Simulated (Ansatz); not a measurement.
Al(Me)(NH2)2 (CH7AlN2), SMILES [CH3][Al]([NH2])[NH2]. Atoms are numbered in the order given.

```xyz
11

Al     0.0233     0.0218     0.0035
C     -1.4561    -1.2530    -0.1407
H     -1.2263    -2.0502    -0.8691
H     -2.3897    -0.7698    -0.4741
H     -1.6655    -1.7499     0.8217
N      0.0039     1.5478    -0.9153
H      0.7294     2.2579    -0.9196
H     -0.7531     1.8345    -1.5280
N      1.4234    -0.3272     1.0485
H      2.2431     0.2587     1.1725
H      1.5180    -1.1646     1.6145
```
Charge 0, spin multiplicity 1.

Geometry optimised at B3LYP-D3(BJ)/def2-SVP. The structure was generated by enumeration; whether it is a known compound was not checked. One conformer was computed; it need not be the lowest.

Two levels are set side by side: PBE-D3(BJ)/def2-SVP (Ansatz, a quantum-chemistry and plane-wave program) and B3LYP-D3(BJ)/def2-SVP (Ansatz). Each level has its own optimised geometry; the coordinates shown are those of the second. Differences are taken from unrounded values.

```csv
quantity,B3LYP-D3(BJ),PBE-D3(BJ),PBE-D3(BJ) minus B3LYP-D3(BJ)
mean bond length (Å),1.289,1.296,0.007
bond Al1–C2 (Å),1.958,1.965,0.007
bond Al1–N6 (Å),1.781,1.791,0.010
bond Al1–N9 (Å),1.782,1.791,0.010
bond C2–H3 (Å),1.104,1.111,0.007
bond C2–H4 (Å),1.103,1.110,0.007
bond C2–H5 (Å),1.103,1.110,0.007
bond N6–H7 (Å),1.015,1.022,0.007
bond N6–H8 (Å),1.015,1.022,0.007
bond N9–H10 (Å),1.015,1.022,0.007
bond N9–H11 (Å),1.015,1.022,0.007
```

GGA bonds tend to be longer and softer than those of functionals with exact exchange. Differences between two approximate levels are no errors against the true value.
